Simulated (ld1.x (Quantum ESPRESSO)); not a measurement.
The numbers below are computed, except where a source is named.
**Potentials for Se (Z = 34) compared**

Generated with ld1.x 7.5 (TM, RRKJ, ultrasoft, PAW), atompaw 4.2 or ONCVPSP 4.0.1. The cutoff is in Ry: for ld1.x and atompaw files where the sum of valence levels is converged to 10 mRy in a Bessel basis, for ONCV files where the hardest occupied wave has 1 mHa per electron of residual kinetic energy. The error is the largest all-electron minus pseudo excitation energy over each file’s own four to seven test configurations (ionisations up to +4, promotions, holes and added fractions of an electron), all of which were solved. The labels leave out finer settings (local radius, basis sizes, second energies), which also bear on the numbers. Spin-polarised tests are not counted. The rows are a selection from randomly drawn settings: files with unsolved tests, undetermined cutoffs or missed reference levels are left out.

A true bound ghost makes a file unfit for plane-wave use even where its test errors are small: the radial tests pick states by their node count and pass the ghost by.

| potential | cutoff (Ry) | largest error (meV) | bound ghosts |
| --- | --- | --- | --- |
| ultrasoft, Wu–Cohen, scalar-relativistic, rc 1.60/1.70 (sp), local smoothed, core correction no, reference 4s2 4p4 | 12 | -17 | none |
| TM semilocal, LDA (PZ), scalar-relativistic, rc 1.50/1.35/1.50 (spd), local p, core correction no, reference 4s2 4p4 | 55 | +196 | none |
| RRKJ, LDA (PZ), scalar-relativistic, rc 1.25/1.25/0.80 (spd), local p, core correction yes, reference 3d10 4s2 4p4 | 300 | +19 | none |
| PAW, LDA (PZ), scalar-relativistic, rc 1.50/1.80 (sp), local smoothed, core correction yes, reference 4s2 4p3 | 18 | -238 | d |
| ultrasoft, PBEsol, scalar-relativistic, rc 1.80/2.10/1.90 (spd), local smoothed, core correction yes, reference 4s2 4p3 | 12 | -138 | none |
| TM, PBE, scalar-relativistic, rc 1.60/2.00 (sp), local smoothed, core correction yes, reference 4s2 4p4 | 35 | -130 | none |

**Question.** Fill in the row for Se: RRKJ, PBEsol, scalar-relativistic, rc 1.30/2.00/0.80 (spd), local p, core correction yes, reference 3d10 4s2 4p4.

**Answer.** cutoff 300 Ry, largest error -1301 meV, bound ghosts: none.
